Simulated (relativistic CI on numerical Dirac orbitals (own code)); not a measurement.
# One change at a time: Pm XV

Base calculation: Dirac-Coulomb-Breit CI, KLI orbitals optimised for each configuration, model QED, unscaled Slater integrals.

Configuration list (outside the closed core [Kr]): 4d10.5s, 4d10.4f, 4d10.5p, 4d10.5d, 4d10.5f, 4d9.5s.4f, 4d10.5g, 4d10.6s, 4d10.6p, 4d9.5s2, 4d10.6d. Double excitations out of closed p, d and f shells are left out; levels of such configurations are missing from the list, as are those of other unlisted configurations, and high levels can miss mixing partners.

Variants: (1) P86 correlation estimate; (2) one mean potential for all configurations. Shifts of the energy above 4d10.4f 2F°_5/2, in cm⁻¹, for the lowest level and the first level of each name with at least 55 % of one term (blank where a level changes its place among those of its configuration and J or its character, or is not in the variant):

| Level | Base | Δ(1) | Δ(2) |
| --- | --- | --- | --- |
| 4d10.4f 2F°_5/2 | 0 | 0 | 0 |
| 4d10.5s 2S_1/2 | 4025 | +8618 | -2451 |
| 4d10.4f 2F°_7/2 | 5187 | 0 | -97 |
| 4d10.5p 2P°_1/2 | 194589 | +9867 | -2262 |
| 4d10.5p 2P°_3/2 | 250740 | +9867 | -2139 |
| 4d10.5d 2D_3/2 | 569013 | +11048 | -1808 |
| 4d10.5d 2D_5/2 | 579371 | +11049 | -1775 |
| 4d10.6s 2S_1/2 | 898874 | +8793 | -781 |
| 4d10.5f 2F°_5/2 | 936148 | +11075 | -1105 |
| 4d10.5f 2F°_7/2 | 937958 | +11075 | -1121 |
| 4d10.6p 2P°_1/2 | 986957 | +9442 | -871 |
| 4d9.5s.4f 4P°_1/2 | 991168 | +9543 | -2285 |
| 4d9.5s.4f 4P°_3/2 | 997198 | +9546 | -2347 |
| 4d9.5s.4f 2P°_1/2 | 1008847 | +9539 | -2155 |
| 4d9.5s.4f 4P°_5/2 | 1009578 | +9547 | -2310 |
| 4d10.6p 2P°_3/2 | 1011272 | +9452 | -939 |
| 4d9.5s.4f 2P°_3/2 | 1022774 | +9526 | -1909 |
| 4d9.5s.4f 4H°_13/2 | 1022942 | +9547 | -2443 |
| 4d9.5s.4f 4H°_11/2 | 1025818 | +9547 | -2486 |
| 4d9.5s.4f 4H°_9/2 | 1030042 | +9547 | -2506 |
| 4d9.5s.4f 2H°_11/2 | 1036201 | +9547 | -2386 |
| 4d9.5s.4f 4H°_7/2 | 1044696 | +9547 | -2480 |

At this charge transitions that keep the count of f electrons are usually good to a few per cent. Levels and lines within the n = 5 or 6 shells can be off by up to 10 % or somewhat more, and those that change n by about 2 %, since core polarisation is missing. Levels that differ in their count of f electrons can be misplaced by several ten thousand cm⁻¹, since the correlation energy of f electrons is missing or only estimated; rates across such gaps can be off by orders of magnitude. The computed lowest level isn't the tabulated ground level, which NIST ASD gives as 5s 2S1/2; for such ions that label comes from theory and may be the wrong one.

Ionisation energy from one configuration of each of the two ions, the ground ones as tabulated or assumed: base 268.234 eV; P86 correlation estimate 268.864 eV. The NIST ASD value (theoretical) is 269 ± 3 eV.

LS names give the leading component of a level, which can be under half, so a name can repeat, a term be missing and a line seem to break the LS rules.
